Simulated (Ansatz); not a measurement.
Reactions of `B[Se]C=C`.

Computed with Ansatz on PBE0-D4/def2-TZVP structures; ΔE is electronic, products minus reactants. CCSD(T)/CBS is the MP2 limit (def2-TZVPP, def2-QZVPP) plus CCSD(T) − MP2 in def2-TZVPP, frozen cores. This one scheme is used for every species, atoms too. DFT in def2-TZVPP. Open shells (•) are unrestricted, without spin–orbit coupling. Spin–orbit coupling would lower the free atoms: a little for B, C; clearly for Se. Elements past krypton have def2 core potentials. For Br, Se, Sn outer-core shells are correlated without core-valence functions, so the limit isn't a true one: a few kJ/mol of doubt a bond, and 10 to 20 or more in all where bonds break to atoms. Scalar relativity is left out up to krypton. One conformer a species, not always the lowest.

| reaction | CCSD(T)/CBS(def2) (kJ/mol) |
| --- | --- |
| `B[Se]C=C` + `[CH3][SnH]([CH3])[CH3]` → `C=C[Se][Sn]([CH3])([CH3])[CH3]` + BH₃ | ? |
| `B[Se]C=C` + `C=CC` → `C=CC[Se]C=C` + BH₃ | 141 |
| `B[Se]C=C` + `F[SiH3]` → `B[Se][SiH2]F` + `C=C` | -92 |
| `B[Se]C=C` → `CBC=[Se]` | 35 |
| `B[Se]C=C` + `F[SiH](F)F` → `C=C[Se][Si](F)(F)F` + BH₃ | ? |
| `B[Se]C=C` + `[AlH2][S][SiH3]` → `C=C[SiH2][S][AlH2]` + `B[SeH]` | ? |
| `B[Se]C=C` → B• + 2 C• + 5 H• + Se• | 3337 |
| `B[Se]C=C` + `[SiH3][SiH3]` → `B[Se][SiH2][SiH3]` + `C=C` | -91 |
| `B[Se]C=C` + `CF` → `B[Se]CF` + `C=C` | 11 |
| `B[Se]C=C` + `C[SiH2]Br` → `B[Se]C` + `C=C[SiH2]Br` | 11 |

Question: Fill in the missing values. (Best estimate.)

Answer: Computed: `B[Se]C=C` + `[CH3][SnH]([CH3])[CH3]` → `C=C[Se][Sn]([CH3])([CH3])[CH3]` + BH₃: +10.0 kJ/mol; `B[Se]C=C` + `F[SiH](F)F` → `C=C[Se][Si](F)(F)F` + BH₃: +57.0 kJ/mol; `B[Se]C=C` + `[AlH2][S][SiH3]` → `C=C[SiH2][S][AlH2]` + `B[SeH]`: -38.2 kJ/mol.

Largest T1 diagnostic: 0.018, for `CBC=[Se]`.
